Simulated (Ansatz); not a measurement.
PBE exchange is replaced step by step with exact exchange (0 % is PBE, 25 % PBE0; no dispersion term), basis def2-SVP, Ansatz. System: `Cc1csc(-c2sc(-c3sccc3C)cc2C)c1`. Charge 0, multiplicity 1. Geometry: PBE-D4/def2-SVP.

Geometry of the singlet:

```xyz
32

C     1.5370    5.2022    0.0393
C     1.6380    3.8633    0.7152
C     2.3782    3.6145    1.8608
S     2.2806    1.9647    2.3692
C     1.2171    1.5488    1.0316
C     0.7016    0.2130    0.8320
S    -0.3749   -0.0684   -0.5222
C    -0.5580   -1.7678   -0.1322
C    -1.3715   -2.6646   -0.9214
S    -1.3549   -4.3768   -0.5295
C    -2.4788   -4.7438   -1.7886
C    -2.8477   -3.6093   -2.4822
C    -2.2273   -2.4123   -2.0052
C    -2.4789   -1.0592   -2.6075
C     0.1952   -2.0673    1.0028
C     0.9075   -0.9714    1.5582
C     1.7699   -1.0904    2.7820
C     0.9817    2.6826    0.2535
H     1.9308    5.1602   -0.9984
H     0.4814    5.5399   -0.0294
H     2.1065    5.9783    0.5863
H     2.9844    4.3254    2.4361
H    -2.8038   -5.7791   -1.9471
H    -3.5550   -3.6213   -3.3236
H    -3.2447   -1.1218   -3.4045
H    -1.5592   -0.6280   -3.0579
H    -2.8353   -0.3280   -1.8512
H     0.2282   -3.0773    1.4364
H     1.7710   -2.1303    3.1608
H     1.4158   -0.4309    3.6025
H     2.8225   -0.8028    2.5754
H     0.3427    2.6575   -0.6414
```

| exact exchange (%) | HOMO (eV) | LUMO (eV) | gap (eV) |
| --- | --- | --- | --- |
| 5 | -4.64 | -2.13 | 2.51 |
| 10 | -4.81 | -2.02 | 2.79 |
| 15 | -4.98 | -1.90 | 3.08 |
| 25 | -5.32 | -1.66 | 3.65 |
| 35 | -5.66 | -1.42 | 4.24 |
| 50 | -6.18 | -1.05 | 5.13 |

Fit a straight line to the column «gap (eV)» against the share of exact exchange and predict its value at 0 %.

With x = exact exchange (%) and y = gap (eV): mean x = 23.33, mean y = 3.567; Σ(x − x̄)(y − ȳ) = 83.47, Σ(x − x̄)² = 1433; slope b = 0.05825, intercept a = ȳ − b·x̄ = 2.208. The residuals of the fitted rows reach 0.01. At x = 0 the line gives 2.208 + (0.05825 × 0) = 2.21; the run gave 2.23, 0.02 more than the line.
